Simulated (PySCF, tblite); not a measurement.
Species: C2H10Cl2OSi3.
Z-matrix (Å and degrees, GFN2-xTB geometry), rows numbered from 1:
```
C 
O   1  1.3929
Si  2  1.6305  1  128.08
Si  3  2.3088  2   98.05  1   177.85
Cl  4  2.0376  3  105.05  2   171.40
Si  3  2.3345  2  110.49  1   -54.87
C   6  1.9117  3  109.11  2  -156.03
Cl  7  1.7835  6  108.90  3  -179.04
H   1  1.0928  2  110.75  3    52.68
H   1  1.0902  2  108.32  3   172.69
H   1  1.0921  2  110.42  3   -67.69
H   3  1.4869  2  108.00  1    62.41
H   4  1.4672  3  118.12  2   -72.32
H   4  1.4669  3  117.41  2    55.49
H   6  1.4736  3  115.76  2    84.71
H   6  1.4733  3  114.26  2   -37.42
H   7  1.0876  6  113.24  3    62.53
H   7  1.0874  6  113.04  3   -60.91
```

Method: PBE0/pcSseg-1 in PySCF (dipole) on a GFN2-xTB geometry, gas phase.

Masses are those of the commonest isotopes; rigid-rotor values at the optimised geometry. The values belong to one conformer with, in the numbering `[CH3:1][O:2][Si@@H:3]([SiH2:4][Cl:5])[SiH2:6][CH2:7][Cl:8]`, C1–O2–Si3–Si4 178°, O2–Si3–Si4–Cl5 171°, O2–Si3–Si6–C7 -156°, Si3–Si6–C7–Cl8 -179°.

**Question.** What are A, B and C (cm⁻¹)?

**Answer.** Ia = 608.59, Ib = 991.96, Ic = 1548.23 u·Å²; 505379 MHz·u·Å²/I gives 830.4, 509.5 and 326.4 MHz, that is A = 0.02770, B = 0.01699, C = 0.01089 cm⁻¹.

**Question.** What kind of rotor is it?

**Answer.** An asymmetric top. Ray's parameter κ = (2B − A − C)/(A − C) = -0.274; −1 is the prolate and +1 the oblate limit.

**Question.** Is it planar, by Δ = Ic − Ia − Ib?

**Answer.** Not planar: Δ = Ic − Ia − Ib = -52.32 u·Å². For a rigid frame Δ = −2 Σ m c², so Σ m c² = 26.16 u·Å² lies off the ab plane: 13.14 from hydrogen and 13.02 from heavier atoms. The atom farthest from that plane is 1.94 Å away.

**Question.** List the rotational levels J(Ka,Kc) to J = 2 (cm⁻¹).

**Answer.** Above 0(0,0):
J = 1: 1(0,1) 0.0279, 1(1,1) 0.0386, 1(1,0) 0.0447
J = 2: 2(0,2) 0.0817, 2(1,2) 0.0882, 2(1,1) 0.1066, 2(2,1) 0.1387, 2(2,0) 0.1406

**Question.** Which types of transition are allowed, and where do some lines up to J = 2 fall?

**Answer.** The dipole components are |μa| = 2.52 D, |μb| = 2.22 D, |μc| = 0.40 D. Intensities carry the squares of the components, which stand as 1.00 : 0.78 : 0.03 (a : b : c). Some lines, for components of 0.1 D or more:

```csv
type,branch,"J(Ka,Kc)",MHz,lower level (cm⁻¹)
c,Q,"1(1,1) ← 1(0,1)",321,0.028
b,Q,"1(1,0) ← 1(0,1)",504,0.028
a,Q,"2(1,1) ← 2(1,2)",549,0.088
b,Q,"2(1,1) ← 2(0,2)",746,0.082
a,R,"1(0,1) ← 0(0,0)",836,0.000
c,Q,"2(2,1) ← 2(1,1)",963,0.107
b,Q,"2(2,0) ← 2(1,1)",1022,0.107
b,R,"1(1,1) ← 0(0,0)",1157,0.000
b,R,"2(0,2) ← 1(1,1)",1292,0.039
c,R,"1(1,0) ← 0(0,0)",1340,0.000
a,R,"2(1,2) ← 1(1,1)",1489,0.039
b,Q,"2(2,1) ← 2(1,2)",1512,0.088
a,R,"2(0,2) ← 1(0,1)",1613,0.028
b,R,"2(1,2) ← 1(0,1)",1810,0.028
a,R,"2(1,1) ← 1(1,0)",1855,0.045
c,R,"2(1,1) ← 1(0,1)",2359,0.028
b,R,"2(2,1) ← 1(1,0)",2818,0.045
c,R,"2(2,0) ← 1(1,0)",2876,0.045
c,R,"2(2,1) ← 1(1,1)",3001,0.039
b,R,"2(2,0) ← 1(1,1)",3060,0.039
```

**Question.** Estimate the classical rotational partition function at 50 K, 100 K and 500 K.

**Answer.** Point group C1, symmetry number σ = 1; q = (√π/σ)·√((kT/h)³/(ABC)), k/h = 20836.6 MHz/K: 160000 at 50 K, 454000 at 100 K, 5070000 at 500 K.

Its GFN2-xTB frequencies are all real (lowest 21 cm⁻¹). Zero-point vibration and centrifugal distortion are left out. A rigid rotor knows nothing of internal rotation, which can split or shift real lines. Quadrupole hyperfine structure (35Cl) is left out.

Time: 86 s of wall time; peak memory 1.1 GiB. Hardware: Arm Neoverse N1, one thread, shared host. This is the PBE0/pcSseg-1 job that gave the dipole, with the shieldings it also computed.
